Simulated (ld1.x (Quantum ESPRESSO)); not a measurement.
## chromium, ultrasoft: configuration errors across variants

```json
{
  "Element": "chromium (Cr)",
  "Generator": "ld1.x (Quantum ESPRESSO) 7.5",
  "Type": "ultrasoft",
  "Functional": "revPBE",
  "Relativity": "scalar-relativistic",
  "Frozen core": "[Ne]",
  "Valence charge": "14",
  "Reference configuration": "3s2 3p6 3d5 4s1 4p0",
  "Partial waves": "3s (bound): rcut 1.30, rcutus 1.40 bohr; 4s (bound): rcut 1.30, rcutus 1.40 bohr; 3p (bound): rcut 1.40, rcutus 1.75 bohr; 4p (bound, empty): rcut 1.40, rcutus 1.75 bohr; 3d (bound): rcut 1.05, rcutus 1.35 bohr; 3d channel at 2.5 Ry: rcut 1.05, rcutus 1.35 bohr",
  "Local potential": "all-electron potential smoothed inside 1.15 bohr (lloc = -1)",
  "Core correction": "none",
  "Augmentation charge": "built from norm-conserving waves at rcut, not smoothed further"
}
```

All-electron excitation energies from the reference (eV): (1) 3s2 3p6 3d5 4s0 4p0 6.787; (2) 3s2 3p6 3d4 4s0 4p0 22.725; (3) 3s2 3p6 3d3 4s0 4p0 53.372; (4) 3s2 3p6 3d4 4s2 4p0 -0.095; (5) 3s2 3p6 3d5.5 4s0.5 4p0 0.719; (6) 3s2 3p6 3d4 4s1 4p1 3.487.

The overlap operator is not positive definite (basis up to 400 Ry) in “base”, “core correction a·sin(br)/r model core inside 0.60 bohr”, “core correction a·sin(br)/r model core inside 0.86 bohr”, “core correction a·sin(br)/r model core inside 0.98 bohr”, “core correction a·sin(br)/r model core inside 1.20 bohr”, “core correction a·sin(br)/r model core inside 1.42 bohr”. Such files are unfit for use, however small their errors in these radial tests.

Tests that are not counted but printed errors over 1 eV. “base”: 3s2 3p6 3d2 4s0 4p0 (solver errors, printed error -1066 eV). “core correction a·sin(br)/r model core inside 0.98 bohr”: 3s2 3p6 3d2 4s0 4p0 (solver errors, printed error -1067 eV). “core correction a·sin(br)/r model core inside 1.20 bohr”: 3s2 3p6 3d2 4s0 4p0 (solver errors, printed error -1066 eV). “core correction a·sin(br)/r model core inside 1.42 bohr”: 3s2 3p6 3d2 4s0 4p0 (solver errors, printed error -1066 eV).

The file “base” misses its own reference levels by 1.0 eV. The file “core correction a·sin(br)/r model core inside 0.60 bohr” misses its own reference levels by 1.0 eV. The file “core correction a·sin(br)/r model core inside 0.86 bohr” misses its own reference levels by 1.0 eV. The file “core correction a·sin(br)/r model core inside 0.98 bohr” misses its own reference levels by 1.0 eV. The file “core correction a·sin(br)/r model core inside 1.20 bohr” misses its own reference levels by 1.0 eV. The file “core correction a·sin(br)/r model core inside 1.42 bohr” misses its own reference levels by 1.0 eV.

Errors AE − PS in meV (a dash: test not solved or not reliable):

```tsv
change	(1)	(2)	(3)	(4)	(5)	(6)	bound ghosts
base	+1566	+1522	+1148	-2219	+822	-1016	not determined (overlap not positive)
core correction a·sin(br)/r model core inside 0.60 bohr	+1446	+1415	+1121	-2211	+784	–	not determined (overlap not positive)
core correction a·sin(br)/r model core inside 0.86 bohr	+1550	+1504	+1141	-2218	+816	–	not determined (overlap not positive)
core correction a·sin(br)/r model core inside 0.98 bohr	+1563	+1518	+1146	-2218	+820	-1016	not determined (overlap not positive)
core correction a·sin(br)/r model core inside 1.20 bohr	+1566	+1522	+1148	-2219	+822	-1016	not determined (overlap not positive)
core correction a·sin(br)/r model core inside 1.42 bohr	+1566	+1522	+1148	-2219	+822	-1016	not determined (overlap not positive)
```

Task: Give the same row for: core correction a·sin(br)/r model core inside 1.54 bohr.

Result: +1566, +1522, +1148, -2219, +822, –; bound ghosts: not determined (overlap not positive). Its overlap operator is not positive definite in a basis up to 400 Ry (lowest eigenvalue p -2.03), so the file is unfit for use: the generalised eigenproblem breaks down once the basis is large enough, and its test numbers describe a broken file.
